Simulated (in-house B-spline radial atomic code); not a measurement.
A fraction x of an electron is removed from 3d in Ni4+, starting from [Ar] 3d6 and keeping the highest spin. Level of theory: non-relativistic AM05, spin-polarised, spherical fractional occupations, point nucleus; calculated with an all-electron radial atomic-structure program (B-spline basis).

| x | E(x) - E(0) (eV) | 3d down level (eV) |
| --- | --- | --- |
| 0 | 0.0000 | -65.802 |
| 0.08 | 5.3332 | -67.531 |
| 0.16 | 10.8053 | -69.273 |
| 0.36 | 25.0996 | -73.683 |
| 0.49 | 34.8671 | -76.592 |
| 0.5 | 35.6342 | -76.817 |
| 0.52 | 37.1750 | -77.268 |
| 0.71 | 52.2651 | -81.587 |
| 0.86 | 64.7619 | -85.044 |
| 0.99 | 76.0141 | -88.072 |
| 1 | 76.8960 | - |

The exact functional would give a straight line between the two integer points. Deviations E(x) - E(0) - x[E(1) - E(0)], in eV: -0.818 at x = 0.08, -1.498 at x = 0.16, -2.583 at x = 0.36, -2.812 at x = 0.49, -2.814 at x = 0.5, -2.811 at x = 0.52, -2.331 at x = 0.71, -1.369 at x = 0.86, -0.113 at x = 0.99.

The curve lies below the straight line by up to 2.814 eV (at x = 0.5): convex, the delocalisation error that favours fractional charges.

Task: How well does Slater's transition state (minus the level at half occupation) give the ionisation energy?

Result: It gives 76.817 eV against 76.896 eV from the two total energies; NIST lists 76.06 eV, ground level to ground level.
